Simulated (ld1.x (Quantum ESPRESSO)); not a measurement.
## Which change was made? (V, PAW)

ld1.x (Quantum ESPRESSO) 7.5 input, shortened:

```
&input
   title='V', zed=23., rel=0, dft='PBESOL', iswitch=3,
   config='[Ar] 3d3 4s0.5 4p0'
 /
 &inputp
   pseudotype=3, lpaw=.true., tm=.true., lloc=-2, rcloc=1.50,
   nlcc=.true., new_core_ps=.true., rcore=1.50,
   which_augfun='BESSEL', rmatch_augfun=0.95
 /
6
3S  1  0   2.00   0.00  1.35  1.85  0.0
4S  2  0   0.50   0.00  1.35  1.85  0.0
3P  2  1   6.00   0.00  1.35  1.50  0.0
4P  3  1   0.00   0.00  1.35  1.50  0.0
3D  3  2   3.00   0.00  1.25  1.65  0.0
3D  3  2   0.00   4.00  1.25  1.65  0.0
 &test
   configts(1)='3s2 3p6 3d3 4s0.5 4p0'
 /
```

Cutoffs, loose and tight: the cutoffs (Ry, on a coarse ladder) from which the occupation-weighted sum of valence levels, in a spherical-Bessel basis at the reference potential, stays within 10 and 1 mRy of its value at 400 Ry. They do not see the model core or the augmentation charge, which bear on the density cutoff. Test errors are all-electron minus pseudo excitation energies from the reference, over the configurations 3s2 3p6 3d3 4s2 4p0; 3s2 3p6 3d3 4s1 4p0; 3s2 3p6 3d3 4s0 4p0; 3s2 3p6 3d3.5 4s1.5 4p0; 3s2 3p6 3d2 4s2 4p1; 3s2 3p6 3d2 4s0 4p0; 3s2 3p6 3d2 4s2 4p0; variants that change the core or the reference have their own tests. The largest error is taken over the tests solved by every variant that gives reliable tests at all, those not shown here included: 3s2 3p6 3d3 4s0 4p0; 3s2 3p6 3d3 4s1 4p0; 3s2 3p6 3d3 4s2 4p0.

The base gives: outcome: generated; cutoff, loose: 40 Ry; cutoff, tight: 70 Ry; bound ghosts: none; largest test error (meV): +0.4.

On the changes marked as counting shells twice: ld1.x takes every shell without a wave as core, so the model core holds the marked electrons as well and exchange and correlation see them twice. This cancels in the reference configuration, but the file is broken for other ones, and its errors say nothing about a proper core correction.

Q: After one change the result is: outcome: generated; cutoff, loose: 30 Ry; cutoff, tight: 45 Ry; bound ghosts: none; largest test error (meV): -0.4. Which change was it?
A. local potential all-electron potential smoothed inside 1.20 bohr (lloc = -1)
B. augmentation BESSEL, radius 1.25 bohr
C. local potential all-electron potential smoothed inside 1.88 bohr (lloc = -2)
D. type TM; waves now 3s (bound): rc 1.85 bohr; 3p (bound): rc 1.50 bohr; 3d (bound): rc 1.65 bohr; local potential all-electron potential smoothed inside 1.40 bohr (lloc = -1) (4s counted twice)
E. all radii but the core radius scaled by about 1.17 (s 2.16, p 1.76, d 1.92 bohr, rcut 1.58/1.58/1.46); local potential all-electron potential smoothed inside 1.76 bohr (lloc = -2); augmentation BESSEL, radius 1.12 bohr

A: E. The others give: local potential all-electron potential smoothed inside 1.88 bohr (lloc = -2) → outcome: generated; cutoff, loose: 40 Ry; cutoff, tight: 70 Ry; bound ghosts: none; largest test error (meV): +0.4 | local potential all-electron potential smoothed inside 1.20 bohr (lloc = -1) → outcome: generated, overlap not positive; bound ghosts: not determined (overlap not positive); largest test error (meV): +2.0 | type TM; waves now 3s (bound): rc 1.85 bohr; 3p (bound): rc 1.50 bohr; 3d (bound): rc 1.65 bohr; local potential all-electron potential smoothed inside 1.40 bohr (lloc = -1) (4s counted twice) → outcome: generated, misses its reference levels by 0.39 eV; cutoff, loose: 80 Ry; cutoff, tight: 100 Ry; bound ghosts: none; largest test error (meV): -257 | augmentation BESSEL, radius 1.25 bohr → outcome: generated; cutoff, loose: 40 Ry; cutoff, tight: 70 Ry; bound ghosts: none; largest test error (meV): -0.1. A file whose overlap is not positive is unfit for use, and its test errors describe a broken file.
